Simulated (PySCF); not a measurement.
## Assignment exercise: C$_{4}$H$_{11}$FO$_{2}$Si

Atom-mapped SMILES (the numbers label the heavy atoms): `[CH3:1][O:2][Si:3]([CH3:4])([CH2:5][F:6])[O:7][CH3:8]`. Hydrogens are named by the atom that carries them.

Method: GIAO PBE0/pcSseg-1 shieldings, geometry: GFN2-xTB, in PySCF 2.14.0 with density-fitted response routines (relativity neglected, single conformer, gas phase, averaged over atoms made equivalent by symmetry, fast rotation or ring inversion).

Referencing at the same level of theory: 13C, 1H against TMS.

Question: Assign these signals to the numbered atoms. 13C{1H} NMR (computed): δ 82.9, 52.5, -5.9.

Answer: 
| δ (ppm) | atoms | environment | reason |
| --- | --- | --- | --- |
| 82.9 | C5 | sp3 CH2 bonded to F and Si | deshielded by the electronegative neighbour |
| 52.5 | C1/C8 | methyl carbon bonded to O | pulled downfield by the heteroatom |
| -5.9 | C4 | methyl carbon bonded to Si | an electropositive neighbour leaves it electron-rich and shielded |

Question: Assign these signals to the numbered atoms. 1H NMR (400 MHz, computed): δ 4.65 (m, 2H), 3.85 (s, 6H), 0.21 (s, 3H).

Answer: 
```tsv
δ (ppm)	atoms	environment	reason
4.65	H(C5)	hydrogen on an sp3 CH2 bonded to F and Si	its carbon carries F, which withdraws density
3.85	H(C1)/H(C8)	hydrogen on a methyl carbon bonded to O	its carbon carries O, hence the downfield position
0.21	H(C4)	hydrogen on a methyl carbon bonded to Si	an electropositive neighbour shields it, as in TMS itself
```

Splittings by 19F in the carbon and heteronuclear signals aren't shown, as no couplings were computed. Shifts are as computed. Against solution values, carbons near 30 ppm lie about +3 ppm off and those near 130 ppm about +5 ppm. Of 1211 compounds with measured shifts, 218 miss one by over three times the rms of a fit or turn the order of signals round; such compounds aren't used in these exercises. No couplings were computed; multiplicities are counted from neighbouring protons, with m where these are inequivalent, close in shift, in a saturated or five-membered ring or joined by F or P, and br s for small geminal =CH2 splittings.
